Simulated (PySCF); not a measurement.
**Br (bromine, neutral) across methods**

[Ar] 3d10 4s2 4p4 5s1, 5s spin antiparallel (an excited configuration). Computed with PySCF 2.14 in aug-cc-pV5Z-PP with ECP10MDF, with scalar relativity through the core potential.

| method | E (hartree) | mean ε 4p α (eV) | mean ε 4p β (eV) | mean ε 5s β (eV) | Σ⟨r²⟩ (bohr²) | ⟨S²⟩ |
| --- | --- | --- | --- | --- | --- | --- |
| M06-2X | -416.7160 | -15.341 | -13.523 | -2.969 | 60.02 | 1.754 |
| PBE0 | -416.4896 | -14.192 | -12.467 | -2.468 | 61.41 | 1.754 |
| UHF | -415.21852 | -18.018 | -15.644 | -3.241 | 62.31 | 1.760 |
| LDA | -415.9284 | -12.622 | -11.079 | -2.098 | 60.20 | 1.752 |
| B97-3 | -416.5611 | -14.187 | -12.444 | -2.355 | 61.13 | 1.753 |
| BHandHLYP | -416.3799 | -15.406 | -13.641 | -2.689 | 60.74 | 1.754 |
| PBE | -416.5196 | -12.627 | -11.069 | -2.072 | 61.26 | 1.753 |

(1) Estimate the same row for r2SCAN.

Energies and moments cover only the electrons outside the core potential. The outer electron is Rydberg-like, and this basis confines it to a smaller radius and binds it less than a complete one would. With the s spin flipped the determinant is a mixture of two multiplicities, not a spectroscopic state.

## Answers

(1) E (hartree) = -416.3925; mean ε 4p α (eV) = -13.206; mean ε 4p β (eV) = -11.430; mean ε 5s β (eV) = -2.131; Σ⟨r²⟩ (bohr²) = 60.88; ⟨S²⟩ = 1.755.
